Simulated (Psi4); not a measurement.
Input file for Psi4: SAPT0/jun-cc-pV(D+d)Z on C2H5Cl (a complex), monomers drawn apart or pushed together.

```
memory 8100 MB

molecule dimer {
0 1
Cl    0.30878794   -0.48083887    0.00354407
H     0.19250176   -0.28751925    1.27725835
--
0 1
C    -0.57236785    0.32813799    3.22156269
C     0.58408645   -0.29172137    3.42248935
H    -1.51276096   -0.20953564    3.21543878
H    -0.62392294    1.39796036    3.05933859
H     1.52411124    0.24655061    3.43241522
H     0.63531528   -1.36091771    3.58870097
units angstrom
symmetry c1
no_reorient
no_com
}

set {
  basis jun-cc-pV(D+d)Z
  scf_type df
  freeze_core true
}

energy('sapt0')
```

Program output:

```
[...]
==> Input File <==

--------------------------------------------------------------------------
memory 8100 MB

molecule dimer {
0 1
Cl    0.30878794   -0.48083887    0.00354407
H     0.19250176   -0.28751925    1.27725835
--
0 1
C    -0.57236785    0.32813799    3.22156269
C     0.58408645   -0.29172137    3.42248935
H    -1.51276096   -0.20953564    3.21543878
H    -0.62392294    1.39796036    3.05933859
H     1.52411124    0.24655061    3.43241522
H     0.63531528   -1.36091771    3.58870097
units angstrom
symmetry c1
no_reorient
no_com
}

set {
  basis jun-cc-pV(D+d)Z
  scf_type df
  freeze_core true
}

energy('sapt0')
--------------------------------------------------------------------------


   => Loading Basis Set <=

    Name: JUN-CC-PV(D+D)Z
    Role: ORBITAL
    Keyword: BASIS
    atoms 1      entry CL         line   764 file jun-cc-pv_dpd_z.gbs
    atoms 2, 5-8 entry H          line    60 file jun-cc-pv_dpd_z.gbs
    atoms 3-4    entry C          line   188 file jun-cc-pv_dpd_z.gbs

   => Loading Basis Set <=

    Name: JUN-CC-PV(D+D)Z
    Role: ORBITAL
    Keyword: BASIS
    atoms 1      entry CL         line   764 file jun-cc-pv_dpd_z.gbs
    atoms 2, 5-8 entry H          line    60 file jun-cc-pv_dpd_z.gbs
    atoms 3-4    entry C          line   188 file jun-cc-pv_dpd_z.gbs


  //>>>>>>>>>>>>>>>>>>>>>>>>>>>>>>>>>>>//
  //              Dimer HF             //
  //<<<<<<<<<<<<<<<<<<<<<<<<<<<<<<<<<<<//

   => Libint2 <=

    Primary   basis highest AM E, G, H:  7, 6, 3
    Auxiliary basis highest AM E, G, H:  7, 7, 4
    Onebody   basis highest AM E, G, H:  -, -, -
    Solid Harmonics ordering:            Gaussian


   => Loading Basis Set <=

    Name: JUN-CC-PV(D+D)Z
    Role: ORBITAL
    Keyword: BASIS
    atoms 1      entry CL         line   764 file jun-cc-pv_dpd_z.gbs
    atoms 2, 5-8 entry H          line    60 file jun-cc-pv_dpd_z.gbs
    atoms 3-4    entry C          line   188 file jun-cc-pv_dpd_z.gbs


         ---------------------------------------------------------
                                   SCF
               by Justin Turney, Rob Parrish, Andy Simmonett
                          and Daniel G. A. Smith
                              RHF Reference
                        4 Threads,   7724 MiB Core
         ---------------------------------------------------------

  ==> Geometry <==

    Molecular point group: c1
    Full point group: C1

    Geometry (in Angstrom), charge = 0, multiplicity = 1:

       Center              X                  Y                   Z               Mass
    ------------   -----------------  -----------------  -----------------  -----------------
         CL           0.308787940000    -0.480838870000     0.003544070000    34.968852682000
         H            0.192501760000    -0.287519250000     1.277258350000     1.007825032230
         C           -0.572367850000     0.328137990000     3.221562690000    12.000000000000
         C            0.584086450000    -0.291721370000     3.422489350000    12.000000000000
         H           -1.512760960000    -0.209535640000     3.215438780000     1.007825032230
         H           -0.623922940000     1.397960360000     3.059338590000     1.007825032230
         H            1.524111240000     0.246550610000     3.432415220000     1.007825032230
         H            0.635315280000    -1.360917710000     3.588700970000     1.007825032230

  Running in c1 symmetry.

  Rotational constants: A =      0.53965  B =      0.05327  C =      0.04991 [cm^-1]
  Rotational constants: A =  16178.32624  B =   1597.09085  C =   1496.24569 [MHz]
  Nuclear repulsion =   85.276413842578094

  Charge       = 0
  Multiplicity = 1
  Electrons    = 34
  Nalpha       = 17
  Nbeta        = 17

  ==> Algorithm <==

  SCF Algorithm Type is DF.
  DIIS enabled.
  MOM disabled.
  Fractional occupation disabled.
  Guess Type is SAD.
  Energy threshold   = 1.00e-08
  Density threshold  = 1.00e-08
  Integral threshold = 1.00e-12

  ==> Primary Basis <==

  Basis Set: JUN-CC-PV(D+D)Z
    Blend: JUN-CC-PV(D+D)Z
    Number of shells: 42
    Number of basis functions: 88
    Number of Cartesian functions: 92
    Spherical Harmonics?: true
    Max angular momentum: 2

   => Loading Basis Set <=

    Name: (JUN-CC-PV(D+D)Z AUX)
    Role: JKFIT
    Keyword: DF_BASIS_SCF
    atoms 1      entry CL         line   746 file jun-cc-pvdz-jkfit.gbs
    atoms 2, 5-8 entry H          line    70 file jun-cc-pvdz-jkfit.gbs
    atoms 3-4    entry C          line   146 file jun-cc-pvdz-jkfit.gbs

  ==> Integral Setup <==

  DFHelper Memory: AOs need 0.025 GiB; user supplied 5.658 GiB.
  SCF_SUBTYPE=INCORE selected. In-core MEM_DF algorithm will be used.
  Using in-core AOs.

  ==> MemDFJK: Density-Fitted J/K Matrices <==

    J tasked:                   Yes
    K tasked:                   Yes
    wK tasked:                   No
    OpenMP threads:               4
    Algorithm:                 Core
    Schwarz Cutoff:           1E-12
    Mask spar
[...]

      84A     13.695332    85A     23.876995    86A     23.895532
      87A     24.334035    88A    156.730628

    Final Occupation by Irrep:
              A
    DOCC [     8 ]
    NA   [     8 ]
    NB   [     8 ]

  @DF-RHF Final Energy:   -78.04199089724040

   => Energetics <=

    Nuclear Repulsion Energy =             33.4458548328821976
    One-Electron Energy =                -170.1246004787841741
    Two-Electron Energy =                  58.6367547486615877
    Total Energy =                        -78.0419908972403960

Computation Completed


Properties will be evaluated at   0.000000,   0.000000,   0.000000 [a0]

Properties computed using the SCF density matrix


 Multipole Moments:

 ------------------------------------------------------------------------------------
     Multipole            Electronic (a.u.)      Nuclear  (a.u.)        Total (a.u.)
 ------------------------------------------------------------------------------------

 L = 1.  Multiply by 2.5417464519 to convert [e a0] to [Debye]
 Dipole X            :         -0.1757600            0.1758470            0.0000870
 Dipole Y            :         -0.5529976            0.5528532           -0.0001443
 Dipole Z            :       -100.4591118          100.4582297           -0.0008821
 Magnitude           :                                                    0.0008980

 ------------------------------------------------------------------------------------

  Constructing Basis Sets for SAPT...

   => Loading Basis Set <=

    Name: (JUN-CC-PV(D+D)Z AUX)
    Role: RIFIT
    Keyword: DF_BASIS_SAPT
    atoms 1      entry CL         line   544 file jun-cc-pvdz-ri.gbs
    atoms 2, 5-8 entry H          line    30 file jun-cc-pvdz-ri.gbs
    atoms 3-4    entry C          line   100 file jun-cc-pvdz-ri.gbs

   => Loading Basis Set <=

    Name: (JUN-CC-PV(D+D)Z AUX)
    Role: JKFIT
    Keyword: DF_BASIS_ELST
    atoms 1      entry CL         line   746 file jun-cc-pvdz-jkfit.gbs
    atoms 2, 5-8 entry H          line    70 file jun-cc-pvdz-jkfit.gbs
    atoms 3-4    entry C          line   146 file jun-cc-pvdz-jkfit.gbs


  //>>>>>>>>>>>>>>>>>>>>>>>>>>>>>>>>>>>//
  //               SAPT0               //
  //<<<<<<<<<<<<<<<<<<<<<<<<<<<<<<<<<<<//



        SAPT0
    Ed Hohenstein
     6 June 2009

      Orbital Information
  --------------------------
    NSO        =        88
    NMO        =        88
    NRI        =       285
    NRI (Elst) =       394
    NOCC A     =         9
    NOCC B     =         8
    FOCC A     =         5
    FOCC B     =         2
    NVIR A     =        79
    NVIR B     =        80

    Elst10,r            =    -0.013808356731 [Eh]
    Exch10              =     0.024791773766 [Eh]
    Exch10 (S^2)        =     0.024276663659 [Eh]

    Maxiter = 50
    CPHF R converge = 1.000000E-08

    Iter     Energy [mEh]          dE [mEh]         Residual      Time [s]
       1      -1.55198565       1.551985648     5.668471e-03             0
       2      -1.83770703       0.285721385     1.621681e-03             0
       3      -1.85740545       0.019698413     1.608081e-04             0
       4      -1.85465034      -0.002755103     3.048343e-05             0
       5      -1.85469559       0.000045252     8.271263e-06             0
       6      -1.85477385       0.000078255     1.046257e-06             0
       7      -1.85476613      -0.000007722     1.067941e-07             0
       8      -1.85476665       0.000000525     3.123971e-08             0
       9      -1.85476653      -0.000000124     6.899542e-09             0

    CHF Iterations converged

    Maxiter = 50
    CPHF R converge = 1.000000E-08

    Iter     Energy [mEh]          dE [mEh]         Residual      Time [s]
       1      -9.25599277       9.255992766     1.597296e-02             0
       2     -11.75902463       2.503031864     4.013012e-03             0
       3     -11.85629032       0.097265692     9.356328e-04             0
       4     -11.80834961      -0.047940708     2.239551e-04             0
       5     -11.80575563      -0.002593984     5.342529e-05             0
       6     -11.80801682       0.002261190     8.635058e-06             0
       7     -11.80787758      -0.000139237     3.393930e-06             0
       8     -11.80782911      -0.000048473     6.581199e-07             0
       9     -11.80784083       0.000011724     9.490531e-08             0
      10     -11.80784013      -0.000000700     2.508970e-08             0
      11     -11.80784015       0.000000012     5.497705e-09             0

    CHF Iterations converged

    Ind20,r (A<-B)      =    -0.001854766529 [Eh]
    Ind20,r (B<-A)      =    -0.011807840146 [Eh]
    Ind20,r             =    -0.013662606674 [Eh]
    Exch-Ind20,r (A<-B) =     0.001573139318 [Eh]
    Exch-Ind20,r (B<-A) =     0.008729859206 [Eh]
    Exch-Ind20,r        =     0.010302998524 [Eh]
    Disp20              =    -0.006847081410 [Eh]
    Disp20 (SS)         =    -0.003423540705 [Eh]
    Disp20 (OS)         =    -0.003423540705 [Eh]
    Exch-Disp20         =     0.001412819395 [Eh]
    Exch-Disp20 (SS)    =     0.000851711299 [Eh]
    Exch-Disp20 (OS)    =     0.000561108096 [Eh]

    SAPT Results
  --------------------------------------------------------------------------------------------------------
    Electrostatics                -13.80835673 [mEh]      -8.66487467 [kcal/mol]     -36.25383560 [kJ/mol]
      Elst10,r                    -13.80835673 [mEh]      -8.66487467 [kcal/mol]     -36.25383560 [kJ/mol]

    Exchange                       24.79177377 [mEh]      15.55707291 [kcal/mol]      65.09079306 [kJ/mol]
      Exch10                       24.79177377 [mEh]      15.55707291 [kcal/mol]      65.09079306 [kJ/mol]
      Exch10(S^2)                  24.27666366 [mEh]      15.23383644 [kcal/mol]      63.73837166 [kJ/mol]

    Induction                      -8.13754923 [mEh]      -5.10638923 [kcal/mol]     -21.36513255 [kJ/mol]
      Ind20,r                     -13.66260667 [mEh]      -8.57341512 [kcal/mol]     -35.87116888 [kJ/mol]
      Exch-Ind20,r                 10.30299852 [mEh]       6.46522918 [kcal/mol]      27.05051890 [kJ/mol]
      delta HF,r (2)               -4.77794108 [mEh]      -2.99820329 [kcal/mol]     -12.54448257 [kJ/mol]

    Dispersion                     -5.43426202 [mEh]      -3.41005090 [kcal/mol]     -14.26765295 [kJ/mol]
      Disp20                       -6.84708141 [mEh]      -4.29660845 [kcal/mol]     -17.97700977 [kJ/mol]
      Exch-Disp20                   1.41281940 [mEh]       0.88655756 [kcal/mol]       3.70935681 [kJ/mol]
      Disp20 (SS)                  -3.42354071 [mEh]      -2.14830423 [kcal/mol]      -8.98850488 [kJ/mol]
      Disp20 (OS)                  -3.42354071 [mEh]      -2.14830423 [kcal/mol]      -8.98850488 [kJ/mol]
      Exch-Disp20 (SS)              0.85171130 [mEh]       0.53445691 [kcal/mol]       2.23616771 [kJ/mol]
      Exch-Disp20 (OS)              0.56110810 [mEh]       0.35210065 [kcal/mol]       1.47318910 [kJ/mol]

  Total HF                          2.84586781 [mEh]       1.78580901 [kcal/mol]       7.47182490 [kJ/mol]
  Total SAPT0                      -2.58839421 [mEh]      -1.62424189 [kcal/mol]      -6.79582806 [kJ/mol]

  Special recipe for scaled SAPT0 (see Manual):
    Electrostatics sSAPT0         -13.80835673 [mEh]      -8.66487467 [kcal/mol]     -36.25383560 [kJ/mol]
    Exchange sSAPT0                24.79177377 [mEh]      15.55707291 [kcal/mol]      65.09079306 [kJ/mol]
    Induction sSAPT0               -7.46769797 [mEh]      -4.68605122 [kcal/mol]     -19.60643832 [kJ/mol]
    Dispersion sSAPT0              -5.34240731 [mEh]      -3.35241120 [kcal/mol]     -14.02648847 [kJ/mol]
  Total sSAPT0                     -1.82668825 [mEh]      -1.14626418 [kcal/mol]      -4.79596933 [kJ/mol]
  --------------------------------------------------------------------------------------------------------



*** Psi4 exiting successfully. Buy a developer a beer!
```

The run finished.

Cost: roughly 15 core-seconds.
